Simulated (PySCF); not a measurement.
Al(All)(OH)2 (C3H7AlO2), SMILES C=C[CH2][Al]([OH])[OH].

Geometry: B3LYP-D3(BJ)/def2-SVP. One conformer was computed; it need not be the lowest.

Two levels are set side by side: PBE/def2-TZVP (PySCF) and HF/def2-TZVP (PySCF). Same geometry, gas phase. Differences are taken from unrounded values.

```tsv
quantity	HF
orbital gap (eV)	11.81
highest occupied level (eV)	-9.25
lowest empty level (eV)	2.56
dipole moment (D)	0.64
mean polarisability (bohr³)	60.8
```

**Question.** What does PBE give, and how far is it from HF? (Estimate from the structure and the level; the computed values follow.)

**Answer.** 
```csv
quantity,PBE,PBE minus HF
orbital gap (eV),4.61,-7.19
highest occupied level (eV),-5.81,3.44
lowest empty level (eV),-1.19,-3.75
dipole moment (D),0.45,-0.19
mean polarisability (bohr³),69.7,8.9
```

Without exact exchange PBE keeps part of each electron's self-repulsion, which lifts occupied levels and narrows the gap. Loosely held outer electrons make PBE densities more polarisable. Differences between two approximate levels are no errors against the true value.

Rough cost on one machine, each run with all the roots and properties that it gave: HF against PBE about 1/3.
